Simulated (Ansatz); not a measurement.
Input and output for C2H10N2Si (`CN(C)N[SiH3]`).

```yaml
crystal:
  periodic: [false, false, false]
  atoms:
    - {symbol: C, position_ang: [-0.721013, -1.286737, 0.638976]}
    - {symbol: N, position_ang: [0.167444, -0.850737, -0.414703]}
    - {symbol: C, position_ang: [1.536884, -0.735932, 0.037409]}
    - {symbol: N, position_ang: [-0.272106, 0.337760, -1.025759]}
    - {symbol: Si, position_ang: [-0.661273, 1.837022, -0.263320]}
    - {symbol: H, position_ang: [-1.730378, -1.398551, 0.241517]}
    - {symbol: H, position_ang: [-0.384374, -2.255517, 1.014524]}
    - {symbol: H, position_ang: [-0.759749, -0.588145, 1.493845]}
    - {symbol: H, position_ang: [1.871223, -1.706087, 0.411935]}
    - {symbol: H, position_ang: [2.169798, -0.447724, -0.801820]}
    - {symbol: H, position_ang: [1.668104, 0.005268, 0.843788]}
    - {symbol: H, position_ang: [-0.556248, 0.179109, -1.978202]}
    - {symbol: H, position_ang: [-0.980753, 2.751731, -1.388582]}
    - {symbol: H, position_ang: [-1.829589, 1.789576, 0.663535]}
    - {symbol: H, position_ang: [0.482039, 2.368965, 0.526867]}
basis:
  gaussian: {orbitals: "6-31G*", point_charges: [{charge: -1.00, position_ang: [4.949, -0.250, 0.503]}]}
hamiltonian: {xc: {name: PBE0}}
accuracy: high
output: {forces: true}
```

```sh
$ ansatz run in.yaml --threads 4 --pin off --events-out ev --progress --plain --max-ram 10444MiB
```

It prints (some lines left out):

```
Functional definition: PBE0
2440 factors; integrals over basis functions are off by at most 3.7e-9 eV
mean field evaluation 1: about -13077.6306 eV, gradient 5.1e1 eV
mean field evaluation 2: about -13072.9509 eV, gradient 6.7e1 eV
mean field evaluation 4: about -13083.4371 eV, gradient 2.8e0 eV
mean field evaluation 8: about -13083.7413 eV, gradient 2.2e-1 eV
mean field evaluation 16: about -13083.7414 eV, gradient 4.7e-5 eV
mean field -13083.74142569 eV, -480.8186289157 hartree, gradient 3.8e-8 eV, S^2 0.000000; 0 other end points of the search recorded, 0 dependent functions left out
reference -13083.74142835 eV, -480.8186290132 hartree; 25, 25 occupied and 74, 74 virtual orbitals, 2440 factors
Total energy: -13083.74142835 eV, -480.8186290132 hartree
Atom 0 at    -0.721013    -1.286737     0.638976 Å, force     0.016027     0.126155    -0.133121 eV/Å
Atom 1 at     0.167444    -0.850737    -0.414703 Å, force    -0.231044    -0.256155    -0.109015 eV/Å
Atom 2 at     1.536884    -0.735932     0.037409 Å, force     0.269542     0.121445     0.026512 eV/Å
Atom 3 at    -0.272106     0.337760    -1.025759 Å, force    -0.176789    -0.058648     0.029453 eV/Å
Atom 4 at    -0.661273     1.837022    -0.263320 Å, force     0.359990    -0.115463     0.115672 eV/Å
Atom 5 at    -1.730378    -1.398551     0.241517 Å, force    -0.175439    -0.017445    -0.042572 eV/Å
Atom 6 at    -0.384374    -2.255517     1.014524 Å, force     0.067752    -0.079784     0.036650 eV/Å
Atom 7 at    -0.759749    -0.588145     1.493845 Å, force    -0.013749     0.052923     0.134973 eV/Å
Atom 8 at     1.871223    -1.706087     0.411935 Å, force     0.104783     0.005981    -0.007808 eV/Å
Atom 9 at     2.169798    -0.447724    -0.801820 Å, force     0.166935    -0.009315     0.139489 eV/Å
Atom 10 at     1.668104     0.005268     0.843788 Å, force     0.096734    -0.030706    -0.032917 eV/Å
Atom 11 at    -0.556248     0.179109    -1.978202 Å, force    -0.019651    -0.019889    -0.151602 eV/Å
Atom 12 at    -0.980753     2.751731    -1.388582 Å, force    -0.096482     0.106222    -0.080661 eV/Å
Atom 13 at    -1.829589     1.789576     0.663535 Å, force    -0.175184     0.100594     0.073182 eV/Å
Atom 14 at     0.482039     2.368965     0.526867 Å, force    -0.062302     0.104216     0.023540 eV/Å
Dipole moment:     0.322647    -0.155215     0.041362 e Å
```

It took 4.1 s on 4 threads of an Arm Neoverse V2 on a shared host, with 0.61 GiB of host memory at the peak.
